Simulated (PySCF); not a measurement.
BHO, SMILES B=O. Atoms are numbered in the order given.

```xyz
3

H      0.0000     0.0000    -1.7737
B      0.0000     0.0000    -0.6009
O      0.0000     0.0000     0.5973
```
Charge 0, spin multiplicity 1.

The structure is a stationary point at PBE0-D3(BJ)/def2-TZVPD.

Level of theory: TDA-PBE/def2-TZVPD (PySCF 2.14.0).

Vertical excitations; the highest root listed may be one member of a degenerate set. Isolated molecule, no solvent. State labels are in the subgroup C2v.

```csv
state,symmetry,energy (eV),λ (nm),f,main pairs
S1,A2,7.82,158,0.000,"HOMO−1→LUMO+1 50 %, HOMO→LUMO 50 %"
S2,A2,7.99,155,0.000,"HOMO→LUMO, HOMO−1→LUMO+1 (degenerate set)"
S3,A1,7.99,155,0.000,"HOMO→LUMO+1, HOMO−1→LUMO (degenerate set)"
S4,B2,8.93,139,0.075,HOMO→LUMO+2 (degenerate set)
S5,B1,8.93,139,0.075,HOMO−1→LUMO+2 (degenerate set)
S6,B2,9.19,135,0.000,HOMO−2→LUMO+1 (degenerate set)
S7,B1,9.19,135,0.000,HOMO−2→LUMO (degenerate set)
S8,B1,9.31,133,0.008,HOMO−1→LUMO+3 (degenerate set)
S9,B2,9.31,133,0.008,HOMO→LUMO+3 (degenerate set)
S10,A1,9.94,125,0.000,HOMO−2→LUMO+2 78 %
T1,A1,6.66,186,0,"HOMO→LUMO+1 49 %, HOMO−1→LUMO 49 %"
T2,A2,7.09,175,0,"HOMO−1→LUMO+1, HOMO→LUMO (degenerate set)"
T3,A1,7.09,175,0,"HOMO−1→LUMO, HOMO→LUMO+1 (degenerate set)"
T4,A2,7.82,158,0,"HOMO→LUMO 50 %, HOMO−1→LUMO+1 50 %"
```
Triplets are in the Tamm–Dancoff approximation.
